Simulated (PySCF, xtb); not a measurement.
In(vinyl)(OH)2 (C2H5InO2), SMILES C=[CH][In]([OH])[OH]. Other conformers were not sampled.

Harmonic wavenumbers (cm⁻¹) from GFN2-xTB in xtb at its own minimum, in rising order: 55, 66, 97, 125, 239, 242, 331, 386, 429, 432, 455, 609, 677, 894, 942, 994, 1154, 1376, 1654, 3015, 3047, 3057, 3617, 3680.

**Question.** What does PBE-D3(BJ)/def2-SVP in PySCF give at its own minimum? (An estimate is asked for; the answer gives what the named calculation found.)

**Answer.** 44, 64, 124, 128, 246, 254, 320, 442, 481, 565, 581, 781, 824, 938, 954, 998, 1193, 1365, 1605, 3037, 3089, 3126, 3703, 3710. Paired by order, the mean absolute difference is 49 cm⁻¹ and the zero-point energies are 39.4 and 40.8 kcal/mol.
